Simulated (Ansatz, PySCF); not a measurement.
Gas-phase reaction in SMILES: FB(Br)Br -> Br[B]Br + F atom (the B-F bond at the site shown breaks; other sites are not compared here)
Structures are relaxed separately at B3LYP-D3(BJ)/def2-TZVP in Ansatz (an electronic-structure program).

Wanted: bond dissociation energy (electronic energy difference), in kcal/mol. Valence correlation only, unless marked. UHF or UKS for open shells. No spin-orbit coupling. The frozen core is the preceding noble-gas configuration, with the filled d and f shells of earlier blocks. Non-relativistic. CBS marks a two-point X^-3 extrapolation of the correlation energy; Hartree-Fock from the larger set. The bracket is a focal-point correction in the basis named.

```csv
level,program,bond dissociation energy (kcal/mol)
HF/STO-3G,Ansatz,121.1
HF/6-31G*,Ansatz,124.1
PBE/def2-TZVPD,Ansatz,164.7
B97M-V/def2-TZVPD,Ansatz,163.9
B3LYP-D3(BJ)/def2-TZVPD,Ansatz + dftd3,161.6
PBE0/def2-SVP,Ansatz,164.1
PBE0-D3(BJ)/def2-TZVP,Ansatz + dftd3,161.2
BHLYP-D4/def2-TZVPD,Ansatz + dftd4,156.2
TPSSh/def2-TZVPD,PySCF,158.1
r2SCANh/def2-TZVPD,Ansatz,159.2
r2SCAN0-D4/def2-TZVPD,Ansatz + dftd4,157.0
M06-2X/def2-TZVPD,PySCF,164.9
B2PLYP-D4/def2-TZVPD,Ansatz + dftd4,163.4
B2PLYP/def2-TZVPD,Ansatz,162.9
MP2/STO-3G,Ansatz,143.2
"RI-MP2/CBS(aug-cc-pVTZ,aug-cc-pVQZ)",Ansatz,174.4
"RI-MP2/CBS(cc-pVTZ,cc-pVQZ)",Ansatz,174.2
CCSD/aug-cc-pVDZ,Ansatz,152.1
CCSD/cc-pVDZ,Ansatz,151.5
"RI-MP2/CBS(aug-cc-pVTZ,aug-cc-pVQZ)+[CCSD(T)-MP2]/aug-cc-pVTZ",Ansatz,166.1
"CCSD(T)/CBS(cc-pVTZ,cc-pVQZ)",Ansatz,165.9
```
